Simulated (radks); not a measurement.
Excited configurations of neutral manganese: one electron is placed in a higher orbital outside [Ar] 3d5 4s1. The ground configuration is [Ar] 3d5 4s2. All-electron calculation, scalar-relativistic Kohn-Sham, PBE, spin-polarised, spherical densities, finite nucleus; open shells are filled with parallel spins first; Fermi nuclear charge, rms radius 3.7057 fm. Program: a radial shooting solver on a logarithmic mesh with Libxc functionals. Excitation = E - E(ground); binding = E(ion) - E, where the ion is the core of charge +1; n* = 1/sqrt(2 binding) in atomic units, and the quantum defect is n - n*.

| outer orbital | excitation (eV) | binding (eV) | n* | quantum defect | eigenvalue (eV) | <r> (bohr) |
|---|---|---|---|---|---|---|
| 4p | 2.229 | 5.006 | 1.649 | 2.351 | -2.477 | 4.029 |
| 4d | 5.483 | 1.752 | 2.786 | 1.214 | -0.784 | 9.370 |
| 4f | 6.267 | 0.969 | 3.748 | 0.252 | -0.478 | 16.61 |
| 5s | 4.519 | 2.716 | 2.238 | 2.762 | -1.648 | 8.140 |
| 5f | 6.557 | 0.678 | 4.479 | 0.521 | -0.405 | 28.07 |
| 6s | 5.788 | 1.448 | 3.066 | 2.934 | -0.910 | 15.70 |
| 6p | 6.097 | 1.139 | 3.456 | 2.544 | -0.715 | 19.11 |
| 6d | 6.484 | 0.752 | 4.255 | 1.745 | -0.476 | 28.23 |
| 7p | 6.485 | 0.751 | 4.257 | 2.743 | -0.495 | 30.18 |

The Delta-SCF ionisation energy is 7.236 eV (NIST Atomic Spectra Database: 7.434 eV, measured). Self-interaction in the functional shifts the binding energies and quantum defects, so they are the method's values and not measured ones. Open shells are spherical and high-spin; term and fine-structure splittings are not resolved.
